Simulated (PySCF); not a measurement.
A series of related molecules.

All values: PBE0/def2-SVPD (PySCF) at PBE0-D3(BJ)/def2-SVP geometries, gas phase, one conformer each. Core orbitals are frozen in the response; Δα² is half the sum of the squared differences of the principal polarisabilities. The calculation is non-relativistic, for germanium too.

(1) Rank by dipole moment, highest first.
A. `[CH3:1][C:2]([CH3:3])([CH3:4])[GeH2:5][B:6]([F:7])[F:8]` with C2–Ge5–B6–F7 69°
B. `[BH2:1][GeH2:2][B:3]([F:4])[F:5]` with H–B1–Ge2–B3 -85° and 91°, B1–Ge2–B3–F4 83°
C. `F[B](F)[GeH3]`
D. `[CH3:1][O:2][CH2:3][GeH2:4][B:5]([F:6])[F:7]` with C1–O2–C3–Ge4 179°, O2–C3–Ge4–B5 -40°, C3–Ge4–B5–F6 116°

(2) Rank by mean static polarisability, highest first.
A. `F[B](F)[GeH3]`
B. `[BH2][GeH2][B](F)F`
C. `[GeH2]([C](C)(C)C)[B](F)F`
D. `CO[CH2][GeH2][B](F)F`

(3) Rank by HOMO–LUMO gap, highest first.
A. `F[B](F)[GeH3]`
B. `C[C](C)(C)[GeH2][B](F)F`
C. `[BH2][GeH2][B](F)F`
D. `CO[CH2][GeH2][B](F)F`

Results:

(1) D (2.28 D), A (1.58 D), B (1.16 D), C (0.89 D).

(2) C (14.23 Å³), D (11.33 Å³), B (9.34 Å³), A (7.02 Å³).

(3) A (7.97 eV), D (7.15 eV), B (6.78 eV), C (5.71 eV).

All values together:

```
                 SMILES                       change     formula  μ (D)  HOMO (eV)  LUMO (eV)  α (Å³)  Δα (Å³)  electrons  α per electron (Å³)  ΔSCF removal energy (eV)
          F[B](F)[GeH3]                       parent     BF2GeH3   0.89      -9.08      -1.11    7.02     1.24         58                0.121                     11.41
   CO[CH2][GeH2][B](F)F  H on Ge replaced by CH2OCH3  C2H7BF2GeO   2.28      -7.88      -0.73   11.33     2.38         82                0.138                     10.00
     [BH2][GeH2][B](F)F      H on Ge replaced by BH2    B2F2GeH4   1.16      -8.39      -2.68    9.34     2.02         64                0.146                     10.49
C[C](C)(C)[GeH2][B](F)F      H on Ge replaced by tBu  C4H11BF2Ge   1.58      -7.78      -1.00   14.23     2.41         90                0.158                      9.54
```

Conformers: `[CH3:1][O:2][CH2:3][GeH2:4][B:5]([F:6])[F:7]` with C1–O2–C3–Ge4 179°, O2–C3–Ge4–B5 -40°, C3–Ge4–B5–F6 116°; `[BH2:1][GeH2:2][B:3]([F:4])[F:5]` with H–B1–Ge2–B3 -85° and 91°, B1–Ge2–B3–F4 83°; `[CH3:1][C:2]([CH3:3])([CH3:4])[GeH2:5][B:6]([F:7])[F:8]` with C2–Ge5–B6–F7 69°.

**Question.** Give the shifts from the parent, `F[B](F)[GeH3]`.

**Answer.** 
```
                 SMILES  change in μ (D)  change in HOMO (eV)  change in LUMO (eV)  change in mean α (Å³)  change in ionisation energy (eV)
   CO[CH2][GeH2][B](F)F            +1.39                +1.20                +0.38                  +4.31                             -1.41
     [BH2][GeH2][B](F)F            +0.27                +0.69                -1.57                  +2.32                             -0.92
C[C](C)(C)[GeH2][B](F)F            +0.69                +1.30                +0.11                  +7.21                             -1.87
```
